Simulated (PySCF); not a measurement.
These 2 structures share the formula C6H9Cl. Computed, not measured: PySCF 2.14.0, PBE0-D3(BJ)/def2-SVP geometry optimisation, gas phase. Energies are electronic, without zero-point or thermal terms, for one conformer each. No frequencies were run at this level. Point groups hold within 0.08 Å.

Problem. Rank from lowest to highest electronic energy at this level (kcal/mol).
A. `CC(C)=C=C(C)Cl`
B. `Cl[C@H]1CC12CCC2`

Solution. B (0.0), A (2.4).

As drawn, the lower has a three-membered ring, a four-membered ring and a quaternary carbon, which the higher lacks; the higher has cumulated double bonds and a C=C bond outside aromatic rings, which the lower lacks. Neighbours under 2.5 kcal/mol apart (Cl[C@H]1CC12CCC2 and CC(C)=C=C(C)Cl) can change places with a better method, another conformer or zero-point energy.

```json
{"SMILES": "Cl[C@H]1CC12CCC2", "E (Eh)": "-693.47175", "E rel (kcal/mol)": "0.0", "dipole (D)": "1.81", "point group": "C1", "A, B, C (MHz)": "4354, 1446, 1274"}
{"SMILES": "CC(C)=C=C(C)Cl", "E (Eh)": "-693.46787", "E rel (kcal/mol)": "2.4", "dipole (D)": "2.21", "point group": "Cs", "A, B, C (MHz)": "3479, 1059, 995.7"}
```
